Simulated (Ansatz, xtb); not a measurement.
# BF4HSi: where a starting geometry ends

The starting geometry of this gas-phase singlet has its atoms placed at random.

```xyz
7

B    -0.3408   -1.7209    1.2268
F    -1.4047   -1.3235   -0.6345
F     1.7289    0.9170    0.4257
F    -2.0465   -0.6185   -0.0045
F    -0.0374   -0.3165    2.2293
Si    0.0607   -0.2181   -0.2194
H     0.3701   -1.5362    0.1387
```

Problem. Guess where an optimisation with r2SCAN-D4/def2-SVP ends from this start.

Solution. It loosens into BF2H + F2Si, which stay close as a complex. Distances that change by over a tenth: F2–Si6 (1.88 → 1.63 Å). Contacts that open: B1–Si6 (2.12 → 3.26 Å), F2–F4 (1.14 → 2.95 Å), Si6–H7 (1.40 → 3.74 Å). Contacts that close: B1–F4 (2.37 → 1.34 Å), B1–F5 (1.75 → 1.31 Å), F3–Si6 (2.12 → 1.66 Å).

The energy falls by 21.20 eV over 28 steps:

```json
{"step": "1", "E − E(last) (eV)": "21.197"}
{"step": "4", "E − E(last) (eV)": "11.842"}
{"step": "7", "E − E(last) (eV)": "11.211"}
{"step": "10", "E − E(last) (eV)": "7.889"}
{"step": "13", "E − E(last) (eV)": "2.858"}
{"step": "16", "E − E(last) (eV)": "0.711"}
{"step": "19", "E − E(last) (eV)": "0.032"}
{"step": "22", "E − E(last) (eV)": "0.004"}
{"step": "25", "E − E(last) (eV)": "0.001"}
{"step": "28", "E − E(last) (eV)": "0.000"}
```

Final geometry (Å):

```xyz
7

B    -0.4395   -1.1993    1.5371
F    -0.4615   -0.8196   -1.8952
F     0.9021    0.0817   -0.0189
F    -1.4550   -0.6221    0.8802
F    -0.0018   -0.5853    2.6118
Si   -0.1737    0.6081   -1.1655
H    -0.0403   -2.2802    1.2124
```

From the same start GFN2-xTB reaches the same bonding as this run.

From so rough a start the end depends on the optimiser's path, so another program may land elsewhere. The end wasn't checked by frequencies. Run with Ansatz 0.2.0, 3.6 min on 1 thread of AMD EPYC (Zen 3), on a shared host.
